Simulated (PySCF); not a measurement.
Tl(I) anion (ITl), SMILES [I][Tl] (connectivity only; charge and spin as stated), charge -1, multiplicity 2. The structure is a stationary point at PBE0-D3(BJ)/def2-TZVPD. The spin state was assumed, not searched. The def2 effective core potentials stand for the cores of I, Tl; spin–orbit coupling is left out.

Computed with PySCF with PBE0-D3(BJ)/def2-TZVPD.

Harmonic wavenumbers (cm⁻¹): 94. Rotational constants (GHz): 0.6768 (linear); symmetry number 1.

### Question
Work out the zero-point energy and the ideal-gas rigid-rotor harmonic-oscillator thermochemistry at 298.15 K and 1 atm.

### Answer
ZPE = ½ Σ hcν = ½ × 94 cm⁻¹ = 0.56 kJ/mol. H − E(el) = 11.20 kJ/mol. Entropy in J/(mol K): translation 181.12, rotation 84.18, vibration 14.94, spin 5.76, total 286.00. G − E(el) = -74.07 kJ/mol. Cp = 37.27 J/(mol K). Modes under 150 cm⁻¹ make the vibrational entropy uncertain.
